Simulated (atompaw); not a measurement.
Scattering properties, PAW (atompaw) potential for Sm (Z = 62)

```
Element                 : Sm (Z = 62)
Generator               : atompaw 4.2.0.5
Type                    : PAW
Functional              : LDA (PW92)
Relativity              : scalar-relativistic
Frozen core             : [Kr] 4d10
Valence charge          : 16
Reference configuration : 4f5.5 5s2 5p6 5d0.5 6s2 6p0
Partial waves           : 5s (bound); 6s (bound); 5p (bound); 6p (bound, empty); 5d (bound); 5d channel at 1 Ry; 4f (bound); 4f channel at -0.05 Ry
Local potential         : troulliermartins scheme with l = 4 at 0 Ry, radius 2.55 bohr
Core correction         : smooth core density matched at 2.95 bohr
Augmentation charge     : besselshape compensation charge, radius 2.55 bohr; PAW radius 3.00 bohr; waves and projectors: bloechl
```

The phase is arctan(r·u′/u) with u = r·R(r), unwrapped; energies in Ry, scanned from -5 to 5 Ry. A pole is an energy at which the radial function vanishes at the test radius. The pseudo phase is shifted by a multiple of π to meet the all-electron one at the reference energy, and phase errors are pseudo minus all-electron; the curves can meet again beyond the range given. Levels narrower than the energy grid can be missing from the lists of poles.

```tsv
channel	radius (bohr)	reference energy (Ry)	poles, all-electron	poles, pseudo	unbroken range about the reference energy with phases within 0.05 rad	phase error 1 Ry above the reference energy (rad)
s	3.00	-0.29	-3.26, 2.37	-3.26, 2.02	below 2.2	-0.015
p	3.00	-0.10	-1.66, 3.62	-1.66, 3.35	below 4.3	-0.015
d	3.00	-0.17	0.57	0.57	the whole range	-0.000
f	3.00	-0.39	-0.35, 3.23	-0.35, 3.78	below 1.2	+0.002
```

Phases in the s channel:

| E (Ry) | all-electron | pseudo |
| --- | --- | --- |
| -5.00 | 1.401 | 1.400 |
| -4.52 | 1.386 | 1.386 |
| -4.04 | 1.363 | 1.362 |
| -3.56 | 1.281 | 1.280 |
| -3.08 | -1.713 | -1.713 |
| -2.60 | -1.780 | -1.781 |
| -2.12 | -1.823 | -1.824 |
| -1.64 | -1.876 | -1.877 |
| -1.16 | -1.962 | -1.964 |
| -0.68 | -2.138 | -2.139 |
| -0.20 | -2.646 | -2.646 |
| 0.28 | -3.812 | -3.822 |
| 0.76 | -4.357 | -4.372 |
| 1.24 | -4.544 | -4.564 |
| 1.72 | -4.637 | -4.665 |
| 2.20 | -4.695 | -4.741 |
| 2.68 | -4.740 | -4.829 |
| 3.16 | -4.780 | -5.043 |
| 3.64 | -4.821 | -7.071 |
| 4.12 | -4.872 | -7.684 |
| 4.60 | -4.946 | -7.793 |
